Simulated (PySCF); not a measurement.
# Structure revision by computed shifts

A compound C6H8F2 gives the data below (simulated from a calculation) and was assigned the structure `F[C@@H]1C[C@@H](F)[C@H]2C[C@H]21`.

13C{1H} NMR (computed): δ 101.0 (CH), 78.8 (CH), 33.4 (CH2), 30.0 (CH), 27.0 (CH2), 25.9 (CH).

1H NMR (300 MHz, computed): δ 5.88 (m, 1H), 4.78 (m, 1H), 2.24 (m, 1H), 2.14 (m, 1H), 2.08 (m, 1H), 2.03 (m, 1H), 1.55 (m, 1H), 1.30 (m, 1H).

One computed conformer, relativity neglected, no solvent. Coordinates at the GFN2-xTB level; σ from GIAO-PBE0/pcSseg-1; PySCF 2.14.

Shifts are taken against calculated references (same method and geometry level): 1H, 13C against TMS.

**Question.** Compare with the shifts computed for the proposed structure, pairing carbons in order of shift.

**Answer.** Numbering as in the mapped SMILES `[F:1][C@@H:2]1[CH2:3][C@@H:4]([F:5])[C@H:6]2[CH2:7][C@@H:8]12` (H(Xn): hydrogen on atom n).

| atom | computed for proposal | given list | difference |
| --- | --- | --- | --- |
| C2 | 99.5 | 101.0 | -1.5 |
| C4 | 98.5 | 78.8 | +19.7 |
| C3 | 41.1 | 33.4 | +7.7 |
| C8 | 27.5 | 30.0 | -2.5 |
| C6 | 25.5 | 27.0 | -1.5 |
| C7 | 7.1 | 25.9 | -18.8 |

The rms difference is 11.6 ppm and the largest +19.7 ppm at C4 (sp3 CH bonded to F). The carbon types in order of shift don't match either: CH, CH, CH2, CH, CH, CH2 for the proposal against CH, CH, CH2, CH, CH2, CH in the data. The proposal doesn't fit.

**Question.** Which isomer fits?

**Answer.** `F[C@@H]1[C@@H]2CC[C@H](F)[C@H]12`.

Carbon types of the structure: 4 × CH, 2 × CH2, which accounts for all hydrogens. δC 101.0: sp3 CH bonded to F; deshielded by the electronegative neighbour. δC 78.8, 30.0, 25.9: three-membered-ring carbon. δH 5.88: hydrogen on an sp3 CH bonded to F; its carbon carries F, which withdraws density. δH 4.78, 1.55, 1.30: hydrogen on a three-membered-ring carbon.

Other isomers checked: CCC1=C(C(F)F)C1 (rms 39.7 ppm).

The shifts were computed for this structure.

Splittings by 19F in the carbon and heteronuclear signals aren't shown, as no couplings were computed. Shifts are as computed. Against solution values, carbons near 30 ppm lie about +3 ppm off and those near 130 ppm about +5 ppm. Of 1211 compounds with measured shifts, 218 miss one by over three times the rms of a fit or turn the order of signals round; such compounds aren't used in these exercises. No couplings were computed; multiplicities are counted from neighbouring protons, with m where these are inequivalent, close in shift, in a saturated or five-membered ring or joined by F or P, and br s for small geminal =CH2 splittings.
